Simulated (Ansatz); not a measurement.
C$_{5}$H$_{13}$InO (SMILES C[CH2][In]([CH2]C)[O]C), singlet, at a GFN2-xTB geometry (such geometries of metal compounds can be far from the true shape) (all electrons, no relativity), with bond 14-10 at 2.4 times its length; SC-NEVPT2/STO-3G, CASSCF(6,4) (Ansatz, an electronic-structure program).

Input for Ansatz:
Ansatz 0.2 input:
```yaml
crystal:
  periodic: [false, false, false]
  atoms:
    - {symbol: In, position_ang: [0.28016127, -0.13111288, 0.18959925]}
    - {symbol: C, position_ang: [1.80774681, 1.60054349, 0.10839665]}
    - {symbol: C, position_ang: [1.31462494, 2.73295192, -0.77092596]}
    - {symbol: H, position_ang: [2.73718623, 1.17509395, -0.27148048]}
    - {symbol: H, position_ang: [1.96722816, 1.92909886, 1.13551179]}
    - {symbol: H, position_ang: [0.39133188, 3.15830147, -0.37335262]}
    - {symbol: H, position_ang: [1.11900478, 2.37909468, -1.78493371]}
    - {symbol: H, position_ang: [2.05915370, 3.53133493, -0.82745493]}
    - {symbol: C, position_ang: [0.04982525, -2.15721430, 1.21667707]}
    - {symbol: C, position_ang: [-1.41388891, -2.53100902, 1.33070527]}
    - {symbol: H, position_ang: [0.53382064, -2.08625484, 2.19170286]}
    - {symbol: H, position_ang: [0.59684193, -2.87485720, 0.60402239]}
    - {symbol: H, position_ang: [-1.88998066, -2.48426473, 0.35190593]}
    - {symbol: H, position_ang: [-2.67501813, -0.88440632, 2.92691354]}
    - {symbol: H, position_ang: [-1.52374759, -3.54462240, 1.72351338]}
    - {symbol: O, position_ang: [-1.35343273, 0.01734109, -0.96289271]}
    - {symbol: C, position_ang: [-1.88966041, 0.92712107, -1.87472269]}
    - {symbol: H, position_ang: [-1.36032368, 0.89603728, -2.83526847]}
    - {symbol: H, position_ang: [-2.93774996, 0.65906271, -2.05647086]}
    - {symbol: H, position_ang: [-1.86573272, 1.95834327, -1.50149130]}
basis:
  gaussian:
    orbitals: STO-3G
magnetization: {spin_polarized: false}
correlation: {method: sc_nevpt2, electrons: all, active_space: {window: {electrons: 6, orbitals: 4}}}
```

Predict the main parts of the log of this Ansatz run.


```
Functional definition: HF
973 factors; integrals over basis functions are off by at most 9.8e-5 eV
mean field evaluation 1: about -161927.4360 eV, gradient 3.4e1 eV
mean field evaluation 2: about -161927.7495 eV, gradient 3.3e1 eV
mean field evaluation 4: about -161934.0054 eV, gradient 7.2e0 eV
mean field evaluation 8: about -161934.2502 eV, gradient 1.1e-1 eV
mean field -161934.25038149 eV, -5950.9739385427 hartree, gradient 2.6e-6 eV, S^2 0.000000; 0 other end points of the search recorded, 0 dependent functions left out; unrestricted orbitals would lower it
reference -161934.25038149 eV, -5950.9739385427 hartree; 50, 50 occupied and 20, 20 virtual orbitals, 973 factors
state -161939.14392307 eV, -5951.1537728785 hartree
state -161939.14392307 eV, -5951.1537728785 hartree; corrected -161947.77891468 eV, -5951.4711029673 hartree
WARN: 2 active orbitals are nearly empty or full. The corrections depend on them more than the energy does, and are more stable in an active space without them
Total energy: -161947.77891468 eV, -5951.4711029673 hartree
```
